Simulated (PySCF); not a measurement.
Species: C5H12OSi2.
Geometry (PBE0-D3(BJ)/def2-SVP, Å), atoms numbered from 1 in this order:
```
atom  x, y, z in Å
C1    -2.452   -2.285   -0.915
C2    -1.876   -2.054    0.270
C3    -1.285   -0.771    0.653
C4    -0.699   -0.579    1.850
O5    -1.387    0.190   -0.296
Si6   -0.357    1.494   -0.558
C7     1.328    0.926   -1.131
Si8    2.323   -0.273   -0.066
H9    -2.506   -1.495   -1.669
H10   -2.883   -3.259   -1.156
H11   -1.825   -2.841    1.027
H12   -0.648   -1.401    2.564
H13   -0.281    0.384    2.147
H14   -1.047    2.277   -1.619
H15   -0.229    2.331    0.674
H16    1.222    0.480   -2.135
H17    1.937    1.841   -1.256
H18    3.711   -0.373   -0.618
H19    1.715   -1.635   -0.079
H20    2.421    0.219    1.342
```

The closed-shell ground state was solved at several levels (PySCF, density fitting, gas phase, non-relativistic).

| level | basis functions | HOMO (eV) | LUMO (eV) | gap (eV) | dipole (D) |
| --- | --- | --- | --- | --- | --- |
| wB97X-D/def2-SVPD | 267 | -8.36 | 0.83 | 9.19 | 0.87 |
| wB97X-D/pcSseg-1 | 210 | -8.34 | 0.90 | 9.24 | 0.94 |

Estimate the row for PBE0/pcSseg-1, a basis of 210 functions; the other rows only guide the guess.

HOMO -6.57 eV, LUMO -0.84 eV, gap 5.73 eV, dipole 0.93 D.

Over all these levels, which gives the widest orbital gap and which the narrowest?

wB97X-D/pcSseg-1 (range-separated hybrid) has the widest, 9.24 eV, and PBE0/pcSseg-1 (global hybrid, 25 % exact exchange) the narrowest, 5.73 eV. The two share the basis. From the narrowest to the widest the HOMO moves by -1.77 eV and the LUMO by +1.74 eV.

How far do the dipole and the HOMO energy spread over the levels?

The dipole runs from 0.87 to 0.94 D (mean 0.91 D) and the HOMO from -8.36 to -6.57 eV.

One conformer stands for the species.
